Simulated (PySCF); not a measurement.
Below is a simulated gas-phase Si 2p photoelectron spectrum of n-SiGeSiSiSiSiH14, GeH14Si5.

Every computed line was given a Gaussian of 0.6 eV full width at half maximum and an area set by the number of equivalent atoms (split 2:1 within a doublet); the highest printed point is 100. Method: delta-SCF UKS SCAN, pcX-2 on the ionised atom, pcseg-1 elsewhere, spin-free X2C in PySCF.

(binding energy (eV), intensity): (105.2, 0), (105.3, 1), (105.4, 2), (105.5, 5), (105.6, 12), (105.7, 23), (105.8, 40), (105.9, 59), (106.0, 78), (106.1, 92), (106.2, 99), (106.3, 100), (106.4, 96), (106.5, 90), (106.6, 82), (106.7, 73), (106.8, 63), (106.9, 54), (107.0, 44), (107.1, 34), (107.2, 25), (107.3, 16), (107.4, 9), (107.5, 5), (107.6, 2), (107.7, 1), (107.8, 0), (107.9, 0)

Q: Count the maxima, the lines and the sites behind this envelope.

A: The curve has 1 maximum (at 106.3 eV). Under it lie 10 lines from 5 inequivalent silicon sites, each drawn as a 2p3/2, 2p1/2 pair. At this width some lines have no maximum of their own.

Q: Decompose the envelope and assign each component. Bonds: Si1–Ge2, Ge2–Si3, Si3–Si4, Si4–Si5, Si5–Si6. Hydrogens: H7, H8, H9 on Si1; H10, H11 on Ge2; H12, H13 on Si3; H14, H15 on Si4; H16, H17 on Si5; H18, H19, H20 on Si6.

A: 
```tsv
position (eV)	relative area	line	atoms	environment
106.05	0.67	Si 2p3/2	Si4	silicon bonded to 2 Si and 2 H
106.07	0.67	Si 2p3/2	Si3	silicon bonded to Ge, Si and 2 H
106.14	0.67	Si 2p3/2	Si5	silicon bonded to 2 Si and 2 H
106.41	0.67	Si 2p3/2	Si6	silicon bonded to Si and 3 H
106.42	0.67	Si 2p3/2	Si1	silicon bonded to Ge and 3 H
106.67	0.33	Si 2p1/2	Si4	silicon bonded to 2 Si and 2 H
106.69	0.33	Si 2p1/2	Si3	silicon bonded to Ge, Si and 2 H
106.76	0.33	Si 2p1/2	Si5	silicon bonded to 2 Si and 2 H
107.04	0.33	Si 2p1/2	Si6	silicon bonded to Si and 3 H
107.04	0.33	Si 2p1/2	Si1	silicon bonded to Ge and 3 H
```

Q: What are the centre and the root-mean-square width of the whole band?

A: The area-weighted mean of the lines is 106.43 eV. Their own spread about it is 0.34 eV (rms) and each Gaussian has σ = 0.6/2.355 = 0.25 eV; the variances add, which gives 0.42 eV.

The listed Si 2p3/2 values span 0.37 eV, from Si4 (bonded to 2 H and 2 Si) to Si1 (bonded to 3 H and Ge). The widest gap between neighbouring values is 0.27 eV, between 106.14 and 106.41 eV. The values 106.05 and 106.07 eV; the values 106.41 and 106.42 eV lie too close for their order to be trusted.

No satellites, vibrations or lifetime broadening are included. Spin–orbit coupling isn't in the SCF: each 2p doublet comes from a relaxed spin-free hole plus a matrix of the shell (mean-field spin–orbit coupling and the ground-state 2p splitting), with 2p3/2 averaged over its two sublevels. 2p1/2 minus 2p3/2 (ligand field included): Si 0.62 eV. Geometry: PBE0-D3(BJ)/def2-SVP, one conformer, isolated molecule.

The run took 85 s wall, 3.9 min CPU on 2 threads, AMD EPYC 7R43 (x86_64) (shared host), and the process peaked at 1.0 GiB of memory.
